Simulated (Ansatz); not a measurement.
`[F][InH][SH]` + CH₃NH₂ → `C[NH][InH][F]` + H₂S at 298.15 K and 1 bar (ligand exchange at the In–S bond).

Computed with Ansatz on PBE0-D4/def2-TZVP structures; ΔE is electronic, products minus reactants. CCSD(T)/CBS adds triple-zeta CCSD(T) − MP2 to the extrapolated MP2 energy (def2 sets, frozen cores). This one scheme is used for every species. def2 core potentials past Kr. For In outer-core shells are correlated without core-valence functions, which leaves a few kJ/mol of doubt a bond. Each species was taken in one conformer, which may not be the lowest.

| species | CCSD(T)/CBS energy (Eh) | H − E (kJ/mol) | S (J/(mol·K)) |
| --- | --- | --- | --- |
| `[F][InH][SH]` | -688.63795 | 60.8 | 317.4 |
| CH₃NH₂ | -95.75281 | 180.0 | 240.4 |
| `C[NH][InH][F]` | -385.38945 | 181.3 | 347.8 |
| H₂S | -398.97279 | 49.9 | 205.7 |

H − E and S are ideal-gas, rigid-rotor, harmonic terms from PBE0-D4/def2-TZVP, for one conformer and one mirror image of each species. 1 Eh = 2625.50 kJ/mol, R = 8.31446 J/(mol·K).

Q: By hand: ΔE, ΔH, ΔS and ΔG.

A: ΔE = (-385.38945) + (-398.97279) − (-688.63795) − (-95.75281) = 0.02852 Eh = 74.9 kJ/mol. Δ(H − E) = 181.3 + 49.9 − 60.8 − 180.0 = -9.6, so ΔH = 65.3 kJ/mol. ΔS = 347.8 + 205.7 − 317.4 − 240.4 = -4.3 J/(mol·K). ΔG = 65.3 − 298.15 × (-4.3)/1000 = 66.6 kJ/mol.

Q: By hand: the equilibrium constant, and the temperature at which ΔG would vanish if ΔH and ΔS stayed fixed.

A: log₁₀ K = −ΔG/(RT ln 10) = -11.7. ΔH and −TΔS have one sign here, so there is no such temperature. One of them is within its doubt of zero, so this could turn.

The number of gas molecules stays the same, so ΔS is small and ΔH decides. A doubt of 5 kJ/mol in ΔE shifts log₁₀ K by 0.9 here. Other conformers and mirror images would add mixing entropy, several J/(mol·K) or more a flexible species. These are equilibria of isolated gas molecules and say nothing of rates. Largest T1 diagnostic: 0.016 (customary marks: 0.02 for closed shells, 0.045 for open ones).
